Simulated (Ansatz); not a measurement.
`COC(=N)[SiH2]F` → `N[Si]1(F)CCO1`  (isomerisation)

Calculated with Ansatz (gas phase, PBE0-D4/def2-TZVP geometries, no zero-point term in ΔE). CCSD(T)/CBS is the MP2 limit (def2-TZVPP, def2-QZVPP) plus CCSD(T) − MP2 in def2-TZVPP, frozen cores. Each species was taken in one conformer, which may not be the lowest.

```csv
species,HF/def2-QZVPP energy (Eh)
`COC(=N)[SiH2]F`,-597.12712
`N[Si]1(F)CCO1`,-597.22422
```

(1) Work out ΔE.

Largest T1 diagnostic among the species: 0.014.

Results:

(1) ΔE = (-597.22422) − (-597.12712) = -0.09710 Eh = -2.64 eV. CCSD(T)/CBS gives -2.81 eV.

From PBE to PBE0 (25 % exact exchange), in def2-TZVPP and without D4, ΔE moves by −0.23 eV. In def2-TZVPP, CCSD(T) changes the Hartree–Fock value by −0.10 eV (the triples alone add +0.05 eV) and MP2 by −0.27 eV.
